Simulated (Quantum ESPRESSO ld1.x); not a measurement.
Task: The mean radii <r> (bohr) of the occupied orbitals of an atom or ion are listed with their occupations. All-electron calculation, scalar-relativistic Kohn-Sham, PBE, spin-unpolarised, spherical densities, point nucleus. Program: ld1.x of Quantum ESPRESSO 7.5.

orbital  occ.      <r>
1s          2  0.03916
2s          2   0.1725
2p          6   0.1504
3s          2   0.4920
3p          6   0.4984
3d         10   0.4982
4s          2    1.353
4p          6    1.552
5d          1    7.529

Name the element and its charge.

Result: Z = 38, strontium, charge +1: Sr+ in [Kr] 5d1. The 1s radius gives Z: for a bare nucleus <r> = (2 gamma + 1)/(2Z) with gamma = sqrt(1 - (Z/c)^2), 0.03844 bohr for Z = 38, and screening makes it slightly larger (0.03916 here). The occupations add up to 37, and the charge is Z minus that.
